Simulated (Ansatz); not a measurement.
Input for Ansatz (a quantum-chemistry and plane-wave program): U-wB97X-V/def2-TZVPP on C2H6Mg (SMILES [CH3][Mg][CH3]), a point of a bond scan (R = 1.313 Å).

Ansatz 0.2 input:
```yaml
crystal:
  periodic: [false, false, false]
  atoms:
    - {symbol: Mg, position_ang: [0.00000000, 0.00000000, 0.00000000]}
    - {symbol: C, position_ang: [1.60710731, 0.25448728, -1.31696069]}
    - {symbol: H, position_ang: [2.49129197, -0.70901990, -1.19872319]}
    - {symbol: H, position_ang: [2.13343348, 1.19696231, -1.13802123]}
    - {symbol: H, position_ang: [1.27925009, 0.26303908, -2.36086406]}
    - {symbol: C, position_ang: [-1.60710731, -0.25448728, 1.31696069]}
    - {symbol: H, position_ang: [-2.18217012, -1.15639416, 1.08638648]}
    - {symbol: H, position_ang: [-2.30289266, 0.58903587, 1.27635089]}
    - {symbol: H, position_ang: [-1.27154864, -0.34420772, 2.35457737]}
basis:
  gaussian:
    orbitals: def2-TZVPP
hamiltonian:
  xc: {name: wB97X-V}
magnetization: {spin_polarized: true, initial_magnetization: 0}
```

The head of its log:

```
WARN ansatz: RAYON_NUM_THREADS=1 ignored (pool sized by the plan → 1); use --threads N
Functional definition: wB97X-V
integrals: 0.10 GiB planned
1002 factors; their error is unknown
integrals: 0.14 GiB planned
279 factors; integrals over basis functions are off by at most 3.3e-5 eV
mean field: 1.13 GiB planned
mean field evaluation 1: about -7608.9443 eV, gradient 3.5e1 eV
mean field evaluation 2: about -7611.1742 eV, gradient 2.7e1 eV
```

**Question.** Predict the final total energy.

**Answer.** -279.8337 hartree.
